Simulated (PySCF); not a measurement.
Isomers of C2H12OP2Si2.

All values: PBE0/pcSseg-1 (PySCF) at GFN2-xTB geometries, gas phase, one conformer each.

Question: Rank by dipole moment, lowest first.
A. `[CH3:1][CH2:2][Si:3]([PH2:4])([PH2:5])[O:6][SiH3:7]` with C1–C2–Si3–P4 49°, C2–Si3–P4–H 70° and 163°, C2–Si3–P5–H -170° and -77°, C2–Si3–O6–Si7 -51°
B. `[PH2:1][SiH2:2][CH2:3][CH2:4][O:5][SiH2:6][PH2:7]` with H–P1–Si2–C3 -162° and -70°, P1–Si2–C3–C4 -41°, Si2–C3–C4–O5 -43°, C3–C4–O5–Si6 -151°, C4–O5–Si6–P7 35°
C. `[CH3:1][SiH:2]([CH3:3])[O:4][SiH:5]([PH2:6])[PH2:7]` with C1–Si2–O4–Si5 171°, Si2–O4–Si5–P6 57°, O4–Si5–P6–H 178° and 85°, O4–Si5–P7–H -21° and 72°
D. `[SiH3:1][CH2:2][O:3][CH2:4][SiH:5]([PH2:6])[PH2:7]` with Si1–C2–O3–C4 177°, C2–O3–C4–Si5 -169°, O3–C4–Si5–P6 131°, C4–Si5–P6–H 87° and 180°, C4–Si5–P7–H -80° and -173°

Answer: A (0.61 D), B (1.03 D), C (1.23 D), D (2.00 D).

Question: Rank by HOMO energy, lowest first.
A. `[CH3:1][CH2:2][Si:3]([PH2:4])([PH2:5])[O:6][SiH3:7]` with C1–C2–Si3–P4 49°, C2–Si3–P4–H 70° and 163°, C2–Si3–P5–H -170° and -77°, C2–Si3–O6–Si7 -51°
B. `[SiH3:1][CH2:2][O:3][CH2:4][SiH:5]([PH2:6])[PH2:7]` with Si1–C2–O3–C4 177°, C2–O3–C4–Si5 -169°, O3–C4–Si5–P6 131°, C4–Si5–P6–H 87° and 180°, C4–Si5–P7–H -80° and -173°
C. `[CH3:1][SiH2:2][CH2:3][O:4][SiH:5]([PH2:6])[PH2:7]` with C1–Si2–C3–O4 -59°, Si2–C3–O4–Si5 -153°, C3–O4–Si5–P6 158°, O4–Si5–P6–H 173° and 81°, O4–Si5–P7–H -99° and 168°
D. `[PH2:1][SiH2:2][CH2:3][CH2:4][O:5][SiH2:6][PH2:7]` with H–P1–Si2–C3 -162° and -70°, P1–Si2–C3–C4 -41°, Si2–C3–C4–O5 -43°, C3–C4–O5–Si6 -151°, C4–O5–Si6–P7 35°

Answer: C (-7.41 eV), D (-7.27 eV), B (-7.07 eV), A (-6.88 eV).

Question: Rank by the lowest Hirshfeld charge on any atom, highest value first.
A. `[SiH3:1][CH2:2][O:3][CH2:4][SiH:5]([PH2:6])[PH2:7]` with Si1–C2–O3–C4 177°, C2–O3–C4–Si5 -169°, O3–C4–Si5–P6 131°, C4–Si5–P6–H 87° and 180°, C4–Si5–P7–H -80° and -173°
B. `[CH3:1][SiH2:2][CH2:3][O:4][SiH:5]([PH2:6])[PH2:7]` with C1–Si2–C3–O4 -59°, Si2–C3–O4–Si5 -153°, C3–O4–Si5–P6 158°, O4–Si5–P6–H 173° and 81°, O4–Si5–P7–H -99° and 168°
C. `[CH3:1][CH2:2][Si:3]([PH2:4])([PH2:5])[O:6][SiH3:7]` with C1–C2–Si3–P4 49°, C2–Si3–P4–H 70° and 163°, C2–Si3–P5–H -170° and -77°, C2–Si3–O6–Si7 -51°
D. `[PH2:1][SiH2:2][CH2:3][CH2:4][O:5][SiH2:6][PH2:7]` with H–P1–Si2–C3 -162° and -70°, P1–Si2–C3–C4 -41°, Si2–C3–C4–O5 -43°, C3–C4–O5–Si6 -151°, C4–O5–Si6–P7 35°

Answer: A (-0.114 e), D (-0.203 e), B (-0.227 e), C (-0.305 e).

All values together:

```tsv
SMILES	μ (D)	HOMO (eV)	LUMO (eV)	lowest IAO charge (e)	highest IAO charge (e)	lowest Hirshfeld charge (e)	highest Hirshfeld charge (e)
P[SiH2]CCO[SiH2]P	1.03	-7.27	0.13	-0.642 (O)	+0.845 (Si)	-0.203 (O)	+0.351 (Si)
[SiH3]COC[SiH](P)P	2.00	-7.07	0.06	-0.389 (O)	+0.615 (Si)	-0.114 (O)	+0.315 (Si)
C[SiH](C)O[SiH](P)P	1.23	-7.31	-0.02	-0.878 (O)	+1.153 (Si)	-0.306 (O)	+0.436 (Si)
C[SiH2]CO[SiH](P)P	2.01	-7.41	-0.20	-0.715 (C)	+0.811 (Si)	-0.227 (O)	+0.350 (Si)
CC[Si](P)(P)O[SiH3]	0.61	-6.88	-0.16	-0.883 (O)	+0.933 (Si)	-0.305 (O)	+0.393 (Si)
```

Conformers: `[PH2:1][SiH2:2][CH2:3][CH2:4][O:5][SiH2:6][PH2:7]` with H–P1–Si2–C3 -162° and -70°, P1–Si2–C3–C4 -41°, Si2–C3–C4–O5 -43°, C3–C4–O5–Si6 -151°, C4–O5–Si6–P7 35°; `[SiH3:1][CH2:2][O:3][CH2:4][SiH:5]([PH2:6])[PH2:7]` with Si1–C2–O3–C4 177°, C2–O3–C4–Si5 -169°, O3–C4–Si5–P6 131°, C4–Si5–P6–H 87° and 180°, C4–Si5–P7–H -80° and -173°; `[CH3:1][SiH:2]([CH3:3])[O:4][SiH:5]([PH2:6])[PH2:7]` with C1–Si2–O4–Si5 171°, Si2–O4–Si5–P6 57°, O4–Si5–P6–H 178° and 85°, O4–Si5–P7–H -21° and 72°; `[CH3:1][SiH2:2][CH2:3][O:4][SiH:5]([PH2:6])[PH2:7]` with C1–Si2–C3–O4 -59°, Si2–C3–O4–Si5 -153°, C3–O4–Si5–P6 158°, O4–Si5–P6–H 173° and 81°, O4–Si5–P7–H -99° and 168°; `[CH3:1][CH2:2][Si:3]([PH2:4])([PH2:5])[O:6][SiH3:7]` with C1–C2–Si3–P4 49°, C2–Si3–P4–H 70° and 163°, C2–Si3–P5–H -170° and -77°, C2–Si3–O6–Si7 -51°.
